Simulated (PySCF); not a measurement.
Dipole response of Al(2+) (aluminium, charge +2)

[Ne] 3s1, 2S determinant. All numbers are calculated (PySCF 2.14, the non-relativistic Hamiltonian (point nucleus), in aug-cc-pV(Q+d)Z with one added diffuse shell each of s, p, d, f, g type (8s7p6d4f3g, 114 functions)). Coupled (time-dependent) response in atomic units; α is the mean over directions.

```csv
method,mean α (bohr³),C₆ (like pair),S(−4)
UHF,15.40,43.75,270.0
PBE,13.59,36.17,213.4
PBE0,14.13,38.32,230.1
M06,14.30,37.81,250.6
r2SCAN0,14.20,39.36,223.9
```

S(−4) is the Cauchy moment in α(ω) = α(0) + S(−4) ω² + …

α(iu) at PBE:

```json
{"u (hartree)": "0", "α(iu) (bohr³)": "13.59"}
{"u (hartree)": "0.0500", "α(iu) (bohr³)": "13.07"}
{"u (hartree)": "0.100", "α(iu) (bohr³)": "11.75"}
{"u (hartree)": "0.200", "α(iu) (bohr³)": "8.396"}
{"u (hartree)": "0.300", "α(iu) (bohr³)": "5.746"}
{"u (hartree)": "0.500", "α(iu) (bohr³)": "2.962"}
{"u (hartree)": "0.750", "α(iu) (bohr³)": "1.624"}
{"u (hartree)": "1.00", "α(iu) (bohr³)": "1.062"}
{"u (hartree)": "1.50", "α(iu) (bohr³)": "0.6109"}
{"u (hartree)": "2.00", "α(iu) (bohr³)": "0.4299"}
{"u (hartree)": "3.00", "α(iu) (bohr³)": "0.2723"}
{"u (hartree)": "5.00", "α(iu) (bohr³)": "0.1507"}
```

A single London oscillator, α(iu) = α/(1 + u²/ω²), gives C₆ = (3/4) ω α². Matching the computed C₆ needs ω = 4 × 36.17 / (3 × 13.59²) = 0.261 hartree.

For an ion, C₆ is the dispersion term alone; charge-induced terms of lower order in 1/R come first.
